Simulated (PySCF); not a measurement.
## Excitation energy of In²⁺ by level of theory

In²⁺ [Kr] 4d10 5s1 (2S) → In²⁺ [Kr] 4d9 5s1 5p1 (high-spin determinant), as a difference of total energies. Calculation: PySCF 2.14, in ANO-RCC-VTZP; scalar relativity by spin-free X2C-1e. Correlated levels: valence and next inner shell: [Ar] 3d10 frozen. The calculations carry no spin-orbit coupling.

```json
{"method": "UHF", "excitation energy (eV)": "19.777"}
{"method": "LDA", "excitation energy (eV)": "21.085"}
{"method": "PBE", "excitation energy (eV)": "20.904"}
{"method": "PBE0", "excitation energy (eV)": "20.871"}
{"method": "r2SCAN", "excitation energy (eV)": "20.837"}
{"method": "wB97X-V", "excitation energy (eV)": "20.976"}
{"method": "BP86", "excitation energy (eV)": "20.864"}
{"method": "MN15", "excitation energy (eV)": "20.852"}
{"method": "MP2 (valence and next inner shell)", "excitation energy (eV)": "21.193"}
{"method": "SCS-MP2 (valence and next inner shell)", "excitation energy (eV)": "21.072"}
```

**Question.** How much does correlation contribute at MP2 (valence and next inner shell)?

**Answer.** 21.193 − (19.777) = 1.416 eV, measured against UHF.

A first-order spin-orbit estimate (lowest level to lowest level, LS coupling) adds -0.171 eV.

The basis was made for the ground configuration and has no added diffuse functions, so the excitation energy can come out too high.

The determinant of the upper state mixes LS terms, which raises its energy above the lowest term, most at the Hartree-Fock and MP2 levels.
